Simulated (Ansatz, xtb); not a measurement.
## Two isomers of C5H5FN+

Structure X: `Fc1cc[nH+]cc1`, a singlet. Structure Y: `Fc1cccc[nH+]1`, a singlet. Both are isolated ions in the gas phase, relaxed with r2SCAN-D4/def2-SVP.

Energies in hartree; the thermal terms are from GFN2-xTB frequencies at re-optimised GFN2-xTB minima (ideal gas, soft modes damped towards free rotors, one conformer each, 298.15 K, 1 atm) and include the zero-point energy:

```
                              X           Y
E, CCSD(T)/def2-SVP  −346.701952  −346.699063
    E, MP2/def2-SVP  −346.626479  −346.623576
  E, MP2/def2-TZVPP  −347.256564  −347.252948
  zero-point energy     0.090017     0.089747
       H(298 K) − E     0.096329     0.096073
       G(298 K) − E     0.061650     0.060748
```

Q: Correct the CCSD(T) difference for the basis set by the MP2 change, then work out ΔE, ΔE₀, ΔH and ΔG for X → Y in kJ/mol (1 Eh = 2625.50 kJ/mol) and the equilibrium ratio [Y]/[X].

A: 1. Differences Y − X: CCSD(T) +0.002889, MP2 in the small set +0.002903, MP2 in the large set +0.003616 Eh.
2. ΔE = +0.002889 + (+0.003616 − (+0.002903)) = +0.003602 Eh = +9.46 kJ/mol.
3. ΔE₀ = ΔE + ΔZPE = +0.003602 + (−0.000270) Eh = +8.75 kJ/mol.
4. ΔH = ΔE + (−0.000256) Eh = +8.78 kJ/mol.
5. ΔG = ΔE + (−0.000902) Eh = +7.09 kJ/mol, so ΔS = (ΔH − ΔG)/T = +5.7 J/(mol K).
6. kT = 0.9442 mEh, so K = [Y]/[X] = exp(−ΔG/kT) = exp(−2.86) ≈ 0.057.

Structure X is favoured at this temperature. An error of 4 kJ/mol in ΔG would change K by a factor of 5. Mirror images and further conformers aren't counted.

As drawn, both hold the same kinds of bond in the same numbers.

Other levels gave ΔE = +5.6 (GFN2-xTB); +5.3 (HF/STO-3G, GFN2-xTB geometries); +8.8 (r2SCAN-D4/def2-SVP//GFN2-xTB); +8.5 (r2SCAN-D4/def2-SVP); +7.2 (HF/def2-SVP); +7.6 (MP2/def2-SVP); +7.6 (CCSD(T)/def2-SVP) kJ/mol. The correlated steps freeze 7 core orbitals. Programs: Ansatz 0.2.0, xtb 6.7.1.
